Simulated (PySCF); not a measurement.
A GIAO shielding run with PySCF (density fitting, non-relativistic, gas phase) on `C1C(Cl)=C([Si@H](CC=C)Cl)C1`, C₇H₁₀Cl₂Si:

```
$ OMP_NUM_THREADS=1 python probes_run.py task.json out

{"job": {"kind": "nmr", "xc": "PBE0", "basis": "pcSseg-1"}, "charge": 0, "multiplicity": 1}
C      3.048677    -0.248787     1.297353
C      1.825334    -0.677317     1.045371
C      1.444554    -1.492421    -0.144459
Si     0.447640    -0.463979    -1.413687
Cl     1.559387     1.099338    -2.054097
C     -1.074189     0.250228    -0.592242
C     -1.952146    -0.176506     0.325987
Cl    -2.123246    -1.626009     1.204452
C     -2.788340     1.064687     0.348003
C     -1.790121     1.586340    -0.714443
H      3.874947    -0.484306     0.646176
H      3.278485     0.350265     2.161792
H      1.009790    -0.423553     1.710244
H      0.830219    -2.335087     0.173862
H      2.340171    -1.896237    -0.618021
H      0.087892    -1.284530    -2.573942
H     -3.812627     0.940018     0.001609
H     -2.790297     1.607715     1.291178
H     -1.198160     2.444037    -0.404910
H     -2.223119     1.776780    -1.693263
```

Hardware: 1 thread of an Intel Xeon, shared host. The job also computes population analyses, field gradients, ring-centre shieldings.

Q: How large is the calculation?

A: 100 electrons, 241 basis functions and 1316 auxiliary functions.

Q: How long does it take, and how much memory does it need?

A: 3 min of wall time, with 14 SCF cycles and 5 response iterations; peak memory 1.1 GiB. Times on a shared host scatter by some tens of per cent.
